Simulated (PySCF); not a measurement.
Can point charges reproduce the dipole moment of `C=C/C=C(\C)C(F)F`?

Coordinates (GFN2-xTB, Å) and charges (e) from the PBE0/pcSseg-1 density (PySCF):

```tsv
atom	x	y	z	Mulliken	IAO	Hirshfeld	ESP-fitted
C1	2.736	0.085	1.105	-0.1317	-0.2996	-0.0872	-0.4723
C2	1.620	-0.384	0.556	-0.1854	-0.1369	-0.0445	-0.0020
C3	0.494	0.464	0.242	+0.0189	-0.1425	-0.0520	-0.2592
C4	-0.672	0.079	-0.288	-0.5058	-0.0307	-0.0147	+0.0890
C5	-1.093	-1.311	-0.644	-0.1473	-0.4307	-0.1165	-0.4453
C6	-1.754	1.093	-0.561	+0.6213	+0.4410	+0.1452	+0.2470
F7	-2.769	0.971	0.344	-0.3087	-0.3111	-0.1154	-0.1933
F8	-1.325	2.373	-0.462	-0.2979	-0.3001	-0.0948	-0.2134
H9	2.852	1.129	1.345	+0.1174	+0.1498	+0.0497	+0.2060
H10	3.570	-0.556	1.337	+0.1180	+0.1565	+0.0503	+0.1890
H11	1.537	-1.437	0.328	+0.1075	+0.1430	+0.0471	+0.1336
H12	0.638	1.514	0.462	+0.1027	+0.1580	+0.0406	+0.1881
H13	-2.052	-1.534	-0.177	+0.1429	+0.1621	+0.0479	+0.1457
H14	-0.368	-2.047	-0.316	+0.1273	+0.1519	+0.0502	+0.1538
H15	-1.219	-1.401	-1.724	+0.1332	+0.1524	+0.0485	+0.1279
H16	-2.205	0.970	-1.560	+0.0875	+0.1370	+0.0457	+0.1053
```

Q: Form Σ q r in debye for every column and set it beside the full dipole.

A: The full density gives (1.11, -1.83, -1.05) D, 2.38 D in size; dipole vectors point from the negative to the positive end.

| scheme | μx | μy | μz | size (D) | share of the full size (%) | angle to the full dipole (°) |
| --- | --- | --- | --- | --- | --- | --- |
| Mulliken | 1.44 | -2.97 | -1.70 | 3.72 | 156 | 5 |
| IAO | 1.42 | -2.56 | -1.89 | 3.48 | 146 | 7 |
| Hirshfeld | 0.64 | -1.05 | -0.69 | 1.41 | 59 | 3 |
| ESP-fitted | 1.11 | -1.86 | -1.10 | 2.43 | 102 | 1 |

Q: Which set comes closest?

A: Length of the difference vector: ESP-fitted 0.06 D, Hirshfeld 0.97 D, IAO 1.16 D, Mulliken 1.36 D. Closest: ESP-fitted. ESP charges are fitted to the potential around the molecule, whose slowest-falling term is the dipole's. 

Q: What is left for the Hirshfeld atoms' own dipoles?

A: The shares of the density sum to the whole, so what Σ q r misses lies in dipoles about the nuclei. The atomic dipoles sum to (1.11, -1.83, -1.05) − (0.64, -1.05, -0.69) = (0.47, -0.78, -0.36) D, 0.97 D in size.

Q: With the origin at the mean of the coordinates, (0.000, 0.001, -0.001) Å, which are the largest single terms, by size, of the Mulliken dipole along the direction of the full one?

A: C6 -4.19, F7 +3.24, F8 +3.19, H14 +0.94, H11 +0.86 D; all 16 atoms together +3.70 D. The single terms depend on the origin, their sum doesn't.

Q: Give the size of the full dipole in other units.

A: 2.38 D = 0.937 au = 0.496 e·Å = 7.94 × 10⁻³⁰ C·m.

One conformer (not necessarily the lowest) at the GFN2-xTB geometry, without solvent, vibrations or thermal averaging.

These values come from a run that also computed NMR shieldings. Time: 21 s of wall time; peak memory 0.78 GiB. Hardware: Intel Xeon Platinum 8488C, one thread, shared host with 96 logical CPUs at a one-minute load of 20.

Conformer computed: `[CH2:1]=[CH:2]/[CH:3]=[C:4](\[CH3:5])[CH:6]([F:7])[F:8]`: C1–C2–C3–C4 -179°, C3–C4–C6–F7 -107°.
